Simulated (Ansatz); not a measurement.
C3H8F2OSi, SMILES `CC(C)O[SiH](F)F`, relaxed with RKS PBE0-D4/def2-TZVP in Ansatz 0.2.0 from a GFN2-xTB geometry. The force threshold is 0.005 eV/Å; the program also tests the step.

Total charge 0; spin multiplicity 1.

Start:

```xyz
15

C    -1.062   -0.443   -0.943
C     0.321    0.080   -0.577
C     0.545    1.496   -1.097
O     0.495    0.110    0.822
Si    0.345   -0.927    2.017
F     0.718   -0.053    3.289
F    -1.176   -1.357    2.259
H    -1.823    0.183   -0.486
H    -1.190   -1.460   -0.581
H    -1.192   -0.433   -2.022
H     1.087   -0.589   -0.995
H     0.487    1.511   -2.181
H    -0.211    2.161   -0.688
H     1.524    1.853   -0.787
H     1.131   -2.133    1.972
```

Question: How much energy does the relaxation release, and in how many steps? (Estimate.)

Answer: The calculation gave: 2.03 kcal/mol, in 24 steps.

Question: Which bonds change most? (An estimate is asked.)

Answer: Computed: Si5–H15 from 1.440 to 1.470 Å; C2–O4 from 1.411 to 1.432 Å; O4–Si5 from 1.589 to 1.608 Å; C2–C3 from 1.525 to 1.511 Å.

Question: Give the relaxed structure. (Estimate.)

Answer: The calculation gave: 
```xyz
15

C    -1.259   -0.281   -0.963
C     0.132    0.073   -0.484
C     0.660    1.346   -1.104
O     0.114    0.255    0.936
Si    0.456   -0.864    2.038
F     0.348   -0.171    3.452
F    -0.598   -2.049    2.011
H    -1.955    0.524   -0.716
H    -1.614   -1.200   -0.491
H    -1.263   -0.425   -2.045
H     0.818   -0.752   -0.728
H     0.705    1.251   -2.191
H     0.004    2.183   -0.853
H     1.662    1.570   -0.733
H     1.790   -1.459    1.873
```
